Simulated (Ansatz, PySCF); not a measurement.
Molecule: CHS, charge 0, multiplicity 2. It need not be the lowest isomer of its formula. 
Geometry from a B3LYP-D3(BJ)/def2-TZVP (Ansatz, a program for electronic structure) optimisation:
```
C
H 1 1.0885
S 1 1.5568 2 132.52
```
Charge 0, spin multiplicity 2.

Property: atomisation energy (electronic, to ground-state atoms), in kcal/mol. Valence correlation only, unless marked. UHF or UKS for open shells. No spin-orbit coupling. Non-relativistic. The coupled-cluster limit lacks core correlation, which all-electron functionals hold. Basis-set limits of correlation are two-point, X^-3; Hartree-Fock from the larger set.

```tsv
level	program	atomisation energy (kcal/mol)	minus last row
HF/def2-TZVPP	Ansatz	147.8	-77.7
HF/aug-cc-pV(Q+d)Z	Ansatz	148.2	-77.3
M06-L-D4/def2-TZVPD	PySCF + dftd4	229.9	4.4
r2SCAN-D3(BJ)/def2-TZVPD	Ansatz + dftd3	230.3	4.8
MP2/cc-pV(D+d)Z	Ansatz	201.7	-23.8
MP2/CBS(def2-TZVPPD,def2-QZVPPD)	Ansatz	221.7	-3.8
RI-MP2/CBS(cc-pV(T+d)Z,cc-pV(Q+d)Z)	Ansatz	221.9	-3.6
CCSD/6-31G*	Ansatz	195.9	-29.6
CCSD(T)/aug-cc-pV(D+d)Z	Ansatz	206.1	-19.4
CCSD(T)/CBS(aug-cc-pV(T+d)Z,aug-cc-pV(Q+d)Z)	Ansatz	225.5	0.0
```

The UHF reference is spin-contaminated (<S^2> 0.25 over the pure value in the largest basis). The T1 diagnostic of CCSD in the largest basis is 0.060, which is high, so the coupled-cluster rows are less sure than usual.
